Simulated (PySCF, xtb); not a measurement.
C2H3F2, SMILES F[C](F)C (connectivity only; charge and spin as stated), charge +1, multiplicity 1.

Harmonic wavenumbers (cm⁻¹) from GFN2-xTB run with xtb at its own minimum, in rising order: 86, 384, 493, 523, 886, 928, 964, 1215, 1255, 1333, 1399, 1496, 2800, 2879, 3017.

Task: What does PBE0-D3(BJ)/def2-SVP in PySCF give at its own minimum? (The exact figures need the calculation; the answer reports its results.)

Result: 58, 429, 542, 615, 939, 1008, 1019, 1313, 1343, 1409, 1586, 1630, 2993, 3126, 3211. Paired by order, the mean absolute difference is 108 cm⁻¹ and the zero-point energies are 28.1 and 30.3 kcal/mol.
